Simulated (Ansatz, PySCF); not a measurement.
C₄H₈BrClSi, singlet, geometry from GFN2-xTB, atoms displaced at random by about 0.08 Å a coordinate. Base run: PBE/STO-3G, gradient run with PySCF.

PySCF was given this input:
```python
from pyscf import gto, scf, dft

mol = gto.Mole()
mol.atom = '''
    C    -2.684865   -1.426907   -0.935781
    C    -2.057625   -0.715547   -0.067054
    Si   -0.436171    0.044717   -0.282779
    Cl   -0.527501    2.143730    0.042111
    Br    1.141352   -0.735221    1.275723
    C     0.399652   -0.124298   -1.945640
    C     1.779019    0.547823   -2.099839
    H    -2.213372   -1.230052   -1.990521
    H    -3.828073   -1.915665   -0.771814
    H    -2.492071   -0.633855    0.920162
    H    -0.400984    0.323796   -2.678976
    H     0.370289   -1.207330   -2.065264
    H     2.462896    0.050317   -1.356912
    H     2.173796    0.508506   -3.083898
    H     1.669298    1.697865   -1.898815
'''
mol.basis = 'sto-3g'
mol.charge = 0
mol.spin = 0
mol.verbose = 4
mol.build()

mf = dft.RKS(mol)
mf.xc = 'pbe'
mf.kernel()
g = mf.nuc_grad_method()
grad = g.kernel()
```

Programs used: Ansatz (an electronic-structure program), PySCF; a row that names a program was run with it.

The coordinate followed is z of atom 1.

The base run was repeated with changes; each row names its change, and settings that it needs were set with it.

```json
[
 {"change": "base", "dE/dx (Eh/bohr)": "0.102592", "net force (Eh/bohr)": "0.000106"},
 {"change": "grids.level = 0; grid_response = on", "dE/dx (Eh/bohr)": "0.103502", "net force (Eh/bohr)": "0.000000"},
 {"change": "grids.level = 5; grid_response = on", "dE/dx (Eh/bohr)": "0.102580", "net force (Eh/bohr)": "0.000000"},
 {"change": "density fitting = on", "dE/dx (Eh/bohr)": "0.102579", "net force (Eh/bohr)": "0.000106"},
 {"change": "conv_tol = 1e-6", "dE/dx (Eh/bohr)": "0.102589", "net force (Eh/bohr)": "0.000106"},
 {"change": "grids.level = 5; grid_response = off", "dE/dx (Eh/bohr)": "0.102580", "net force (Eh/bohr)": "0.000030"},
 {"change": "density fitting = on; auxbasis_response = off", "dE/dx (Eh/bohr)": "0.102227", "net force (Eh/bohr)": "0.000492"},
 {"change": "grid_response = on", "dE/dx (Eh/bohr)": "0.102581", "net force (Eh/bohr)": "0.000000"},
 {"change": "finite difference step (bohr) = 0.05; conv_tol = 1e-11", "dE/dx (Eh/bohr)": "0.102518", "net force (Eh/bohr)": "-"},
 {"change": "grids.level = 1; grid_response = on", "dE/dx (Eh/bohr)": "0.102576", "net force (Eh/bohr)": "0.000000"},
 {"change": "conv_tol = 1e-11", "dE/dx (Eh/bohr)": "0.102592", "net force (Eh/bohr)": "0.000106"},
 {"change": "code = ansatz", "dE/dx (Eh/bohr)": "0.102572", "net force (Eh/bohr)": "0.000000"}
]
```

The net force is zero for an exact gradient.
